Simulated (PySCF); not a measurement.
Se(H)(Et) (C₂H₆Se), SMILES [SeH]CC. Atoms are numbered in the order given.

```xyz
9

Se    -0.5569    -0.2165     0.5500
H     -1.5225    -0.0767    -0.5547
C      1.0305    -0.2417    -0.6238
C      1.2546     1.0501    -1.3975
H      0.9417    -1.1120    -1.2897
H      1.8587    -0.4422     0.0730
H      1.3447     1.9102    -0.7172
H      0.4208     1.2509    -2.0885
H      2.1794     0.9802    -1.9957
```
Charge 0, spin multiplicity 1.

The structure is a stationary point at TPSSh-D3(BJ)/def2-SVP. The values are those of a single conformer.

Level of theory: M06-2X/def2-TZVPD (PySCF).

Mulliken values depend strongly on the basis, most of all with diffuse functions as here. ESP charges are fitted to the potential on shells at 1.4 to 2.0 van der Waals radii. Atomic charges (e):

```tsv
atom	ESP fit	Mulliken	meta-Löwdin
Se1	-0.29	-0.24	-0.04
H2	0.14	0.11	0.05
C3	-0.04	-0.53	-0.27
C4	-0.27	-0.91	-0.32
H5	0.06	0.35	0.12
H6	0.14	0.36	0.12
H7	0.08	0.27	0.12
H8	0.09	0.30	0.11
H9	0.08	0.30	0.11
```
